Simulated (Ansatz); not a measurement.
`N=[C](O)[AlH][SH]` and `N=C(O)[CH2][SnH3]` differ in one atom or group.

Ansatz, PBE0-D4/def2-TZVP geometries, multiplicity 1. Each molecule was computed in one conformer, which needn't be the lowest.

Elements past krypton have def2 core potentials.

| property | `N=[C](O)[AlH][SH]` |
| --- | --- |
| LUMO energy (PBE/def2-TZVPP) / eV | -2.38 |
| LUMO energy (B3LYP/def2-TZVPP) / eV | -1.78 |
| HOMO–LUMO gap (PBE0/def2-TZVPP) / eV | 6.22 |
| size of the dipole moment (ωB97M-V/def2-TZVPP) / D | 2.63 |
| HOMO energy (PBE0/def2-TZVPP) / eV | -7.80 |
| HOMO energy (ωB97M-V/def2-TZVPP) / eV | -9.99 |

Task: What does the change do to each property? (An estimate is asked.)

Result: The calculation gave: 
```json
{"property": "LUMO energy (PBE/def2-TZVPP) / eV", "`N=C(O)[CH2][SnH3]`": "-1.03", "shift": "1.35"}
{"property": "LUMO energy (B3LYP/def2-TZVPP) / eV", "`N=C(O)[CH2][SnH3]`": "-0.44", "shift": "1.34"}
{"property": "HOMO–LUMO gap (PBE0/def2-TZVPP) / eV", "`N=C(O)[CH2][SnH3]`": "7.46", "shift": "1.24"}
{"property": "size of the dipole moment (ωB97M-V/def2-TZVPP) / D", "`N=C(O)[CH2][SnH3]`": "1.56", "shift": "-1.07"}
{"property": "HOMO energy (PBE0/def2-TZVPP) / eV", "`N=C(O)[CH2][SnH3]`": "-7.64", "shift": "0.16"}
{"property": "HOMO energy (ωB97M-V/def2-TZVPP) / eV", "`N=C(O)[CH2][SnH3]`": "-9.87", "shift": "0.12"}
```

With PBE0 the HOMO rises by 0.16 eV and the LUMO rises by 1.40 eV, so the gap widens by about 1.24 eV. PBE moves the HOMO by 0.10 eV and ωB97M-V by 0.12 eV. Dipoles are sizes alone; their direction can turn.

B3LYP here is the variant with VWN-RPA as its local correlation; programs differ in this.
